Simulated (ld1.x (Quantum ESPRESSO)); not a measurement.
**Before and after: TM potential for Sm**

- Element: Sm
- Generator: ld1.x (Quantum ESPRESSO) 7.5
- Type: norm-conserving Troullier–Martins (Kleinman–Bylander form)
- Functional: PBE
- Relativity: scalar-relativistic
- Frozen core: [Kr] 4d10 4f6
- Valence charge: 10
- Reference configuration: 5s2 5p6 5d0 6s0 6p0 (charge +2)
- Partial waves: 5p (bound): rc 2.45 bohr; 5d (bound, empty): rc 2.60 bohr; 5s (bound): rc 2.25 bohr
- Local potential: the s channel
- Core correction: a·sin(br)/r model core, default radius (core density twice the valence density)

All-electron outer shells of the reference configuration (PBE, scalar-relativistic, ld1.x):

| shell | level (eV) | outermost node (bohr) | outermost maximum (bohr) |
| --- | --- | --- | --- |
| 5s | -56.65 | 0.69 | 1.27 |
| 5p | -36.53 | 0.74 | 1.43 |
| 4f | -15.71 | – | 0.61 |
| 6s | -13.78 | 1.68 | 3.23 |
| 5d | -13.62 | 0.83 | 2.03 |
| 6p | -9.81 | 1.98 | 3.90 |

Change: all radii but the core radius scaled by about 1.06 (s 2.40, p 2.60, d 2.76 bohr).

Cutoffs: the cutoffs (Ry, on a coarse ladder) from which the occupation-weighted sum of valence levels, in a spherical-Bessel basis at the reference potential, stays within 10 and 1 mRy of its value at 400 Ry; they do not see the model core or the augmentation charge, which bear on the density cutoff. Errors are all-electron minus pseudo energies relative to the spin-unpolarised reference configuration.

Problem. Predict the effect on cutoff, ghosts and configuration errors.

Solution. The potential gets softer (21 Ry and 35 Ry → 18 Ry and 30 Ry); of the 7 tests that both files solve, the error grows in 6 and shrinks in 0 by more than 15 % and 0.3 meV (median size 606.4 → 838.0 meV); neither file shows a bound ghost at the reference potential, the only one tested. A larger radius leaves more room for a smooth pseudo-wave, so fewer plane waves are needed. More of the atom is replaced by a form fitted at one configuration, so other configurations suffer.

```tsv
quantity	base	changed
cutoff, loose	21 Ry	18 Ry
cutoff, tight	35 Ry	30 Ry
bound ghosts	none	none
error for 5s2 5p6 5d0 6s2 6p0, meV [ΔE -17.04 eV]	+1490	+1953
error for 5s2 5p6 5d0 6s1 6p0, meV [ΔE -11.09 eV]	+1113	+1445
error for 5s2 5p6 5d0 6s1.5 6p0, meV [ΔE -14.67 eV]	+1367	+1785
error for 5s2 5p6 5d1 6s0 6p0, meV [ΔE -9.68 eV]	-78	-80
error for 5s2 5p6 5d1 6s1 6p0, meV [ΔE -15.03 eV]	+606	+838
error for 5s2 5p6 5d0 6s0 6p2, meV [ΔE -12.03 eV]	-43	-140
error for 5s2 5p6 5d0 6s0 6p1, meV [ΔE -7.96 eV]	-28	-104
```

Changed file: These tests converged, but a pseudo level misses the all-electron one widely, so the file describes the atom poorly there or has found another state: 5s2 5p6 5d0 6s2 6p0: 5p by 2.1 eV.
